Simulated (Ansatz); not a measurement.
Coupled-cluster run, C$_{3}$H$_{6}$BN, SMILES `BC1CC=N1`.

```yaml
crystal:
  periodic: [false, false, false]
  atoms:
    - {symbol: B, position_ang: [-0.877619, 1.275421, 0.402901]}
    - {symbol: C, position_ang: [-0.289262, 0.340912, -0.665089]}
    - {symbol: C, position_ang: [0.903875, -0.310021, 0.163443]}
    - {symbol: C, position_ang: [0.109986, -1.533035, -0.157442]}
    - {symbol: N, position_ang: [-0.838193, -1.024440, -0.845870]}
    - {symbol: H, position_ang: [-0.458031, 2.393839, 0.480795]}
    - {symbol: H, position_ang: [-1.630618, 0.853119, 1.230289]}
    - {symbol: H, position_ang: [0.034312, 0.793546, -1.604027]}
    - {symbol: H, position_ang: [1.003627, -0.059885, 1.225617]}
    - {symbol: H, position_ang: [1.876976, -0.203304, -0.316874]}
    - {symbol: H, position_ang: [0.230346, -2.583053, 0.106758]}
basis:
  gaussian: {orbitals: def2-TZVPP}
correlation: {method: ccsd_t}
output: {orbitals: {seedname: orbitals}}
```

```sh
$ ansatz run in.yaml --threads 4 --pin off --events-out ev --progress --plain
```

Log, shortened:

```
Functional definition: HF
1423 factors; integrals over basis functions are off by at most 1.0e-3 eV
mean field evaluation 1: about -5335.4570 eV, gradient 3.5e1 eV
mean field evaluation 2: about -5335.7306 eV, gradient 3.5e1 eV
mean field evaluation 4: about -5339.2032 eV, gradient 5.3e0 eV
mean field evaluation 8: about -5339.2963 eV, gradient 3.7e-1 eV
mean field -5339.29752042 eV, -196.2155647697 hartree, gradient 8.0e-6 eV, S^2 0.000000; 0 other end points of the search recorded, 0 dependent functions left out; unrestricted orbitals would lower it
5 core orbitals not correlated: weight in the atoms' cores, before any rotation towards them, 1.000 or more for the frozen orbitals, at most 0.000 for the correlated occupied ones
reference -5339.29752042 eV, -196.2155647697 hartree; 13, 13 occupied and 221, 221 virtual orbitals, 1423 factors
second order -21.44591054 eV of doubles, -0.00000000 eV of singles
cycle   1  -21.72420445 eV  change   -2.8e-1 eV  update   1.0e-1
cycle   2  -22.32531291 eV  change   -6.0e-1 eV  update   3.1e-2
cycle   3  -22.43733632 eV  change   -1.1e-1 eV  update   1.4e-2
cycle   4  -22.42933661 eV  change    8.0e-3 eV  update   3.8e-3
cycle   5  -22.43110989 eV  change   -1.8e-3 eV  update   1.9e-3
cycle   6  -22.43141049 eV  change   -3.0e-4 eV  update   5.7e-4
cycle   7  -22.43107215 eV  change    3.4e-4 eV  update   2.7e-4
cycle   8  -22.43103714 eV  change    3.5e-5 eV  update   1.1e-4
cycle   9  -22.43104706 eV  change   -9.9e-6 eV  update   4.4e-5
cycle  10  -22.43102320 eV  change    2.4e-5 eV  update   1.6e-5
perturbative correction -1.04116474 eV, -0.0382620986 hartree
Total energy: -5362.76970837 eV, -197.0781517668 hartree
```

Run time 2.5 min (4 threads of a server CPU on a shared host); peak host memory 2 GiB.

MP2 recovers 91.4 % of the CCSD(T) correlation energy and the triples give 4.4 %; T1 = 0.0118.
